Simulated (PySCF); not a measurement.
## Spinor energies of Re- (rhenium, charge -1)

Start: [Xe] 4f14 5d6 6s2; 5d3/2 filled at m_j = -3/2, -1/2, +1/2, +3/2; 5d5/2 filled at m_j = +3/2, +5/2. Calculated with PySCF 2.14 in x2c-SVPall-2c with one added diffuse shell each of s, d type (8s9p10d2f, 99 functions): generalised Hartree-Fock with the X2C-1e Hamiltonian and a Gaussian nucleus; one run each with spin-orbit coupling (SO) switched off, then screened by Boettger's factors.

```
spinor shell  electrons  ε, spin-free (eV)  ε, screened SO (eV)  weight of nominal j (screened SO)  rms radius, screened SO (bohr)
       1s1/2          2           -72056.1             -72033.1                              1.000                          0.0204
       2s1/2          2           -12630.6             -12623.3                              1.000                          0.0824
       2p1/2          2           -11027.2             -12057.5                              1.000                          0.0700
       2p3/2          4           -11027.2             -10611.7                              1.000                          0.0775
       3s1/2          2            -2982.0              -2979.5                              1.000                           0.210
       3p1/2          2            -2501.1              -2727.3                              1.000                           0.202
       3p3/2          4            -2501.1              -2407.9                              1.000                           0.217
       3d3/2          4            -1949.0              -1988.3                              1.000                           0.192
       3d5/2          6            -1949.0              -1920.2                              1.000                           0.196
       4s1/2          2            -649.61              -648.72                              1.000                           0.468
       4p1/2          2            -489.03              -542.16                              1.000                           0.476
       4p3/2          4            -489.03              -466.81                              1.000                           0.509
       4d3/2          4            -283.41              -291.38                              0.999                           0.531
       4d5/2          6            -283.41              -277.10                              1.000                           0.543
       5s1/2          2            -93.295              -93.027                              1.000                            1.12
       5p1/2          2            -50.104              -59.012                              0.950                            1.28
       4f5/2          6            -52.688              -53.677                              0.988                           0.639
       4f7/2          8            -52.688              -51.051                              0.990                           0.641
       5p3/2          4            -50.104              -46.070                              0.973                            1.32
       5d3/2          4             -3.862               -3.781                              0.708                            2.27
       5d5/2          2             -3.862               -3.895                              0.835                            2.22
       6s1/2          2             -1.476               -1.437                              0.984                            5.19
```

```csv
quantity,spin-free,screened SO
E (hartree),-16679.07992,-16699.66915
M_J,4,4
⟨J²⟩,20.320,20.330
⟨L²⟩,6.011,6.522
⟨S²⟩,6.309,6.148
```

The determinant has a definite M_J but mixes levels of different J.

The basis lacks diffuse functions for the outer shell of this anion, so its levels lie too high.

Each row is a mean over spinors that exchange with the open shell spreads, by up to 6.588 eV (5p3/2).

Rows whose weight is well below 1 are mixtures of j = l ± 1/2: exchange outweighs spin-orbit coupling there, and the label is only the starting occupation.

Breit and QED terms are absent; they matter most for the inner s and p1/2 levels.

Densities and radii are taken from the X2C orbitals without a picture-change correction, which distorts them close to the nucleus.

Without spin-orbit coupling the j labels of p, d and f shells carry no meaning; the spin-free column gives the mean over the occupied spinors of each nl shell, and its ⟨J²⟩ belongs to a mixture of degenerate components.
